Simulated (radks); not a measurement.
Effect of the nuclear size on neutral barium, [Xe] 6s2. All-electron calculation, Dirac Kohn-Sham, BLYP, spin-unpolarised, spherical densities, finite nucleus; Fermi nuclear charge, rms radius 4.8378 fm. Program: a radial shooting solver on a logarithmic mesh with Libxc functionals. The rms radius is varied about that value; shifts are against it.

| rms radius (fm) | total energy shift (eV) | density at nucleus (e/bohr^3) | 1s1/2 shift (meV) | 2s1/2 shift (meV) | 4p1/2 shift (meV) | 5s1/2 shift (meV) | 5p1/2 shift (meV) |
|---|---|---|---|---|---|---|---|
| 4.1557 | -2.20 | 3.325e+05 | -918 | -110 | 0.431 | -0.681 | 0.168 |
| 4.4363 | -1.33 | 3.283e+05 | -554 | -66.6 | 0.260 | -0.411 | 0.101 |
| 4.8378 | 0 | 3.229e+05 | 0.000 | 0.000 | 0.000 | 0.000 | 0.000 |
| 5.0216 | 0.640 | 3.206e+05 | 267 | 32.0 | -0.125 | 0.198 | -0.049 |
| 5.5054 | 2.42 | 3.149e+05 | 1010 | 121 | -0.472 | 0.747 | -0.184 |

Slopes of the eigenvalues against <r^2> in GHz/fm^2, as finite differences over the two radii next to the reference (eigenvalue slopes, not the field-shift constants of lines): 1s1/2 35800, 2s1/2 4310, 4p1/2 -16.8, 5s1/2 26.6, 5p1/2 -6.56.
